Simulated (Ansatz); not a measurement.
`C[S][Ge][Cl]` + H₂ → `[Cl][GeH]` + CH₃SH at 500 K and 1 bar (hydrogenolysis of a Ge–S bond).

Computed with Ansatz on PBE0-D4/def2-TZVP structures; ΔE is electronic, products minus reactants. CCSD(T)/CBS is the MP2 limit (def2-TZVPP, def2-QZVPP) plus CCSD(T) − MP2 in def2-TZVPP, frozen cores. This one scheme is used for every species. For Ge outer-core shells are correlated without core-valence functions, which leaves a few kJ/mol of doubt a bond. Scalar relativity is left out up to krypton. One conformer a species, not always the lowest.

| species | CCSD(T)/CBS energy (Eh) | H − E (kJ/mol) | S (J/(mol·K)) |
| --- | --- | --- | --- |
| `C[S][Ge][Cl]` | -2973.58695 | 144.0 | 402.9 |
| H₂ | -1.17544 | 41.0 | 145.5 |
| `[Cl][GeH]` | -2536.49422 | 38.3 | 287.7 |
| CH₃SH | -438.22835 | 145.1 | 283.7 |

H − E and S are ideal-gas, rigid-rotor, harmonic terms from PBE0-D4/def2-TZVP, for one conformer and one mirror image of each species. The MP2-based limit puts H₂ 0.8 mEh under its directly extrapolated value; such offsets cancel only in part. 1 Eh = 2625.50 kJ/mol, R = 8.31446 J/(mol·K).

Problem. By hand: ΔE, ΔH, ΔS and ΔG.

Solution. ΔE = (-2536.49422) + (-438.22835) − (-2973.58695) − (-1.17544) = 0.03982 Eh = 104.5 kJ/mol. Δ(H − E) = 38.3 + 145.1 − 144.0 − 41.0 = -1.6, so ΔH = 102.9 kJ/mol. ΔS = 287.7 + 283.7 − 402.9 − 145.5 = 23.0 J/(mol·K). ΔG = 102.9 − 500 × (23.0)/1000 = 91.4 kJ/mol.

Problem. By hand: the equilibrium constant, and the temperature at which ΔG would vanish if ΔH and ΔS stayed fixed.

Solution. log₁₀ K = −ΔG/(RT ln 10) = -9.5. ΔG = 0 at ΔH/ΔS = 4474 K, far beyond where these terms or the molecules hold.

ΔH outweighs TΔS. A doubt of 5 kJ/mol in ΔE shifts log₁₀ K by 0.5 here. Other conformers and mirror images would add mixing entropy, several J/(mol·K) or more a flexible species. Modes under 60 cm⁻¹, often nearly free rotors, make the harmonic entropy too high. These are equilibria of isolated gas molecules and say nothing of rates. Largest T1 diagnostic: 0.014 (customary marks: 0.02 for closed shells, 0.045 for open ones).
